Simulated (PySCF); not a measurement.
**A ladder for the ionisation energy of B⁺**

B⁺ [He] 2s2 (1S) → B²⁺ [He] 2s1 (2S). Scalar values calculated with PySCF 2.14 in aug-cc-pwCVQZ (non-relativistic; valence and next inner shell: nothing frozen; valence: 1s2 frozen). The spin-orbit shift comes from two-component X2C-1e calculations (generalised Hartree-Fock, GHF, and MP2 on its spinors, GMP2) in x2c-QZVPPall-2c: GMP2 gives 24.472 eV without and 24.472 eV with screened spin-orbit coupling, a shift of 0.000 eV (GHF: 0.000 eV). Sums use unrounded values; where a UHF row is shifted, it takes the GHF shift.

```csv
method,scalar (eV),plus spin-orbit shift (eV),error (eV)
UHF,23.443,23.443,-1.712
MP2 (valence and next inner shell),24.547,24.547,-0.608
SCS-MP2 (valence and next inner shell),24.749,24.749,-0.406
CCSD (valence and next inner shell),25.123,25.123,-0.032
CCSD(T) (valence and next inner shell),25.142,25.142,-0.013
LDA,24.554,24.554,-0.601
PBE,24.605,24.605,-0.549
PBE0,24.561,24.561,-0.594
r2SCAN,24.265,24.265,-0.890
M06-L,24.475,24.475,-0.680
TPSSh,24.640,24.640,-0.515
M06,24.515,24.515,-0.640
MP2 (valence),24.489,24.489,-0.666
SCS-MP2 (valence),24.698,24.698,-0.457
```

Reference: 25.155 eV (measured; NIST Atomic Spectra Database, ionization energies).

The errors of the correlated levels include the incompleteness of the basis and the frozen core, so a lower level can come closer by cancellation.
